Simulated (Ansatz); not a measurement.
Abridged output of a molecular run in Ansatz:

```
Functional definition: HF
1575 factors; integrals over basis functions are off by at most 8.9e-4 eV
mean field evaluation 1: about -25405.2019 eV, gradient 4.8e1 eV
mean field evaluation 2: about -25405.4886 eV, gradient 4.9e1 eV
mean field evaluation 4: about -25409.7459 eV, gradient 4.0e0 eV
mean field evaluation 8: about -25409.8117 eV, gradient 3.2e-1 eV
mean field -25409.81220273 eV, -933.7933750610 hartree, gradient 6.1e-6 eV, S^2 0.000000; 0 other end points of the search recorded, 0 dependent functions left out
11 core orbitals not correlated: weight in the atoms' cores, before any rotation towards them, 1.000 or more for the frozen orbitals, at most 0.000 for the correlated occupied ones
reference -25409.81220273 eV, -933.7933750610 hartree; 22, 22 occupied and 209, 209 virtual orbitals, 1575 factors
second order -40.70749113 eV of doubles, -0.00000000 eV of singles
cycle   1  -40.35794720 eV  change    3.5e-1 eV  update   1.2e-1
cycle   2  -41.17202149 eV  change   -8.1e-1 eV  update   3.5e-2
cycle   3  -41.35493417 eV  change   -1.8e-1 eV  update   1.6e-2
cycle   4  -41.33216393 eV  change    2.3e-2 eV  update   3.4e-3
cycle   5  -41.32960065 eV  change    2.6e-3 eV  update   1.5e-3
cycle   6  -41.33111583 eV  change   -1.5e-3 eV  update   4.8e-4
cycle   7  -41.33094583 eV  change    1.7e-4 eV  update   1.9e-4
cycle   8  -41.33077687 eV  change    1.7e-4 eV  update   5.3e-5
cycle   9  -41.33078958 eV  change   -1.3e-5 eV  update   2.0e-5
perturbative correction -1.43052098 eV, -0.0525706765 hartree
Total energy: -25452.57351329 eV, -935.3648242394 hartree
```

Its atoms:

Z-matrix (Å, degrees):
```
C
Cl 1 1.755
C 1 1.533 2 110.7
F 1 1.349 2 110.5 3 -120.1
H 1 1.091 2 108.4 3 119.7
F 3 1.330 1 110.2 2 61.3
F 3 1.325 1 112.1 2 -60.2
F 3 1.334 1 108.9 2 179.9
```

(1) Which basis set was used?
A. def2-QZVPP
B. def2-SVP
C. def2-TZVPP
D. cc-pV(D+d)Z

(2) Write the keys of the input that set method, charge and spin (a neutral closed shell needs none for the last two).

Results:

(1) C. It gives 242 functions.

(2) 
```yaml
correlation: {method: ccsd_t}
```
